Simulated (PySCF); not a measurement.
Input for PySCF: R-HF/3-21G on NH3 (SMILES N).

```python
from pyscf import gto, scf, dft, mp
from pyscf.data.elements import chemcore

mol = gto.M(
    atom='''
    N     0.01650301    0.00067770    0.62235179
    H    -0.30499019   -0.92669669    0.36976459
    H    -0.77807602    0.63016042    0.63148065
    H     0.67795129    0.32053403   -0.07512107
    ''',
    basis='3-21g',
    charge=0, spin=0, verbose=3, max_memory=1800)
mf = scf.RHF(mol)
mf.conv_tol = 1e-8
mf.max_cycle = 100
mf.kernel()
if not mf.converged:
    mf = mf.newton().run(mf.mo_coeff, mf.mo_occ)
```

The log:

```
converged SCF energy = -55.871472521598
```

Self-consistency was reached.

Cost: roughly 0.06 core-seconds.
